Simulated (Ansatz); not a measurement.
Breaking the In1–Cl2 bond in InCl (multiplicity 1 held). Energies count from the point at 2.441 Å.


Restricted levels (R-, RO-) in cc, def2 and unpolarised 6-31G sets keep to the state of the molecule at rest. U- levels take the lowest unrestricted solution at each point, which mixes spins at long bonds. Levels need not reach the same state.

Correlated levels freeze the cores. Filled d and f shells under p-block atoms count as core.

Codes used: Ansatz (a quantum-chemistry and plane-wave program). Values without a source in brackets are computed. In def2 rows elements past Kr take small-core potentials, without spin–orbit coupling.

Problem. One of these levels gives 76.68 kcal/mol for the energy at R = 9.764 Å. Name it.
A. U-MP2/def2-SVP
B. R-MP2/def2-SVP
C. U-HF/def2-SVP

Solution. C, U-HF/def2-SVP. The others give 122.44 (R-MP2/def2-SVP), 97.87 (U-MP2/def2-SVP)

Doubts at one or more of the structures used: a spin-contaminated determinant (U-HF/def2-SVP, U-MP2/def2-SVP); a restricted determinant that unrestricted orbitals would lower (R-MP2/def2-SVP).
